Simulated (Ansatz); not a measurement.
`N#[C][Ge]([F])([F])[C]#N` + `C[SiH](N)N` → `C[SiH](N)NC#N` + `N#[C][GeH]([F])[F]`  (substitution at a C–Ge bond)

Computed with Ansatz on PBE0-D4/def2-TZVP structures; ΔE is electronic, products minus reactants. CBS: MP2 limit from def2 TZ/QZ plus the TZ coupled-cluster correction, frozen cores. Functionals use def2-TZVPP. For Ge outer-core shells are correlated without core-valence functions, which leaves a few kJ/mol of doubt a bond. Scalar relativity is left out up to krypton. One conformer a species, not always the lowest.

`N#[C][Ge]([F])([F])[C]#N`:

Cartesian coordinates in Å:
```
N -0.802 1.386 2.291
C -0.651 0.783 1.323
Ge -0.369 -0.205 -0.267
F -1.216 0.539 -1.539
F -1.001 -1.770 -0.067
C 1.461 -0.333 -0.736
N 2.577 -0.401 -1.005
```

`C[SiH](N)N`:

```xyz
12

C    -0.226    0.040    1.563
Si   -0.248    0.258   -0.292
N    -0.659   -1.109   -1.239
N     1.352    0.699   -0.730
H     0.493   -0.727    1.862
H    -1.213   -0.260    1.923
H     0.041    0.972    2.071
H    -1.322    1.243   -0.628
H    -0.110   -1.953   -1.220
H    -1.614   -1.285   -1.504
H     1.919    1.254   -0.111
H     1.586    0.868   -1.695
```

`C[SiH](N)NC#N`:

```xyz
13

C    -0.786    1.325    0.364
Si    0.420    0.181   -0.452
N     2.006    0.108    0.169
N    -0.253   -1.435   -0.240
C    -1.539   -1.710   -0.064
N    -2.665   -1.913    0.103
H    -0.467    2.361    0.230
H    -0.859    1.123    1.436
H    -1.785    1.215   -0.063
H     0.591    0.499   -1.893
H     2.782    0.474   -0.353
H     2.215    0.012    1.149
H     0.339   -2.240   -0.386
```

`N#[C][GeH]([F])[F]`:

```xyz
6

N     1.206    1.923   -1.056
C     0.651    1.041   -0.570
Ge   -0.301   -0.371    0.296
F     0.860   -1.555    0.717
F    -1.302   -1.084   -0.895
H    -1.114    0.046    1.508
```

**Question.** Is it downhill or uphill in electronic energy at CCSD(T)/CBS, and by how much? (An estimate is asked.)

**Answer.** Ansatz gave: Uphill: ΔE = +4.8 kcal/mol.

**Question.** What do these levels give: PBE-D4, ωB97X-V, B2PLYP, PBE, HF/def2-QZVPP, MP2/def2-QZVPP? (Estimate.)

**Answer.** Computed: PBE-D4 -0.6, ωB97X-V 1.5, B2PLYP 3.0, PBE -0.5, HF/def2-QZVPP 2.2, MP2/def2-QZVPP 5.4 kcal/mol.

Largest T1 diagnostic among the species: 0.014.

In def2-TZVPP, CCSD(T) changes the Hartree–Fock value by +3.5 kcal/mol (the triples alone add +0.3 kcal/mol) and MP2 by +3.7 kcal/mol.
